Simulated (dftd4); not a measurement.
C$_{2}$H$_{5}$OS (SMILES [CH2]S(C)=O), doublet, geometry from GFN2-xTB; D4 for pbe (dftd4).

dftd4 was given this input:
```
$ dftd4 mol.xyz --func pbe --charge 0 --json dftd4.json --noedisp --grad

# file mol.xyz
9

C      1.16525674    -0.54297502     0.90922291
S      0.14934259    -0.10289399    -0.41483636
C     -1.50488595    -0.46057734     0.37933940
O      0.22105396     1.34343173    -0.60477129
H      1.27605910    -1.59816656     1.08077406
H      2.01109037     0.08626435     1.11641323
H     -1.61679546     0.18611660     1.24121374
H     -1.51950128    -1.50492909     0.66386570
H     -2.27099045    -0.24912121    -0.35808836
```

What the program printed (banner, timings and long lists left out):

```
                    ____  _____ _____     ____  _  _
      -------------|  _ \|  ___|_   _|---|  _ \| || |------------
     |             | | | | |_    | | ___ | | | | || |_           |
     |             | |_| |  _|   | ||___|| |_| |__   _|          |
     |             |____/|_|     |_|     |____/   |_|            |
     |             ===================================           |
     |            E. Caldeweyher, S. Ehlert & S. Grimme          |
     |          Mulliken Center for Theoretical Chemistry        |
     |                    University of Bonn                     |
      -----------------------------------------------------------

Rational (Becke-Johnson) damping: pbe-D4-ATM
---------------------
  s6         1.0000
  s8         0.9595
  s9         1.0000
  a1         0.3857
  a2         4.8069
 alp        16.0000
--------------------

Dispersion energy:      -6.2424504509515E-03 Eh

Gradient norm:           4.4595073725826E-04 Eh/a0
--------------------------------------------------
     #    Z           dE/dx      dE/dy      dE/dz
--------------------------------------------------
     1    6 C     2.039E-04 -6.538E-05  8.706E-05
     2   16 S     2.995E-05 -1.733E-05 -6.439E-05
     3    6 C    -2.180E-04 -5.549E-05  3.148E-05
     4    8 O     5.190E-05  2.163E-04 -1.186E-04
     5    1 H     6.386E-05 -4.259E-05  2.886E-05
     6    1 H     6.022E-05  1.313E-06  2.480E-05
     7    1 H    -6.295E-05  5.818E-06  1.690E-05
     8    1 H    -6.602E-05 -3.383E-05  5.562E-06
     9    1 H    -6.289E-05 -8.775E-06 -1.169E-05
--------------------------------------------------

Virial:
--------------------------------------------------
      component           x          y          z
--------------------------------------------------
          x       2.134E-03  1.186E-04  1.809E-04
          y       1.186E-04  8.990E-04 -4.928E-04
          z       1.809E-04 -4.928E-04  5.239E-04
--------------------------------------------------

[Info] Dispersion results written to 'dftd4.txt'
[Info] JSON dump of results written to 'dftd4.json'
```
